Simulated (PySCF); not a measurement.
Ga (SMILES [Ga]), doublet; CAMB3LYP/cc-pVDZ (PySCF).

Here is a job for PySCF.
```python
from pyscf import gto, scf, dft

mol = gto.M(
    atom='''
Ga    0.00000000    0.00000000    0.00000000
''',
    basis='cc-pvdz',
    spin=1,
    verbose=4,
)

mf = dft.UKS(mol)
mf.xc = 'camb3lyp'
mf.init_guess = 'vsap'
mf.kernel()
```

What the program printed (banner, timings and long lists left out):

```
PySCF version 2.14.0

[INPUT] verbose = 4
[INPUT] num. atoms = 1
[INPUT] num. electrons = 31
[INPUT] charge = 0
[INPUT] spin (= nelec alpha-beta = 2S) = 1
[INPUT] symmetry False subgroup None
[INPUT] Mole.unit = angstrom
[INPUT] Symbol           X                Y                Z      unit          X                Y                Z       unit  Magmom
[INPUT]  1 Ga     0.000000000000   0.000000000000   0.000000000000 AA    0.000000000000   0.000000000000   0.000000000000 Bohr   0.0

nuclear repulsion = 0
number of shells = 6
number of NR pGTOs = 77
number of NR cGTOs = 27
basis = cc-pvdz
ecp = {}

******** <class 'pyscf.dft.uks.UKS'> ********
method = UKS
initial guess = vsap
damping factor = 0
level_shift factor = 0
DIIS = <class 'pyscf.scf.diis.CDIIS'>
diis_start_cycle = 1
diis_space = 8
diis_damp = 0
SCF conv_tol = 1e-09
SCF conv_tol_grad = None
SCF max_cycles = 50
direct_scf = True
direct_scf_tol = 1e-13
number electrons alpha = 16  beta = 15
XC library pyscf.dft.libxc version 7.1.2
    S. Lehtola, C. Steigemann, M. J. T. Oliveira, and M. A. L. Marques,  SoftwareX 7, 1–5 (2018)
XC functionals = camb3lyp
    T. Yanai, D. P. Tew, and N. C. Handy,  Chem. Phys. Lett. 393, 51 (2004)
radial grids:
    Treutler-Ahlrichs [JCP 102, 346 (1995); DOI:10.1063/1.469408] (M4) radial grids

becke partition: Becke, JCP 88, 2547 (1988); DOI:10.1063/1.454033
pruning grids: <function nwchem_prune>
grids dens level: 3
symmetrized grids: False
atomic radii adjust function: <function treutler_atomic_radii_adjust>
small_rho_cutoff = 0
Set gradient conv threshold to 3.16228e-05
tot grids = 20904

init E= -1924.87218715643
cycle= 1 E= -1924.89145948281  delta_E= -0.0193  |g|= 0.0875  |ddm|= 0.234
cycle= 2 E= -1924.89433847665  delta_E= -0.00288  |g|= 0.0373  |ddm|= 0.141
cycle= 3 E= -1924.89494807583  delta_E= -0.00061  |g|= 0.000836  |ddm|= 0.037
cycle= 4 E= -1924.89494913871  delta_E= -1.06e-06  |g|= 9.45e-05  |ddm|= 0.00214
cycle= 5 E= -1924.89494915645  delta_E= -1.77e-08  |g|= 7.72e-06  |ddm|= 0.000303
cycle= 6 E= -1924.89494915657  delta_E= -1.19e-10  |g|= 1.55e-06  |ddm|= 3.46e-05
Extra cycle  E= -1924.89494915658  delta_E= -5e-12  |g|= 5.94e-07  |ddm|= 6.01e-06
converged SCF energy = -1924.89494915658  <S^2> = 0.75276001  2S+1 = 2.0027581
```
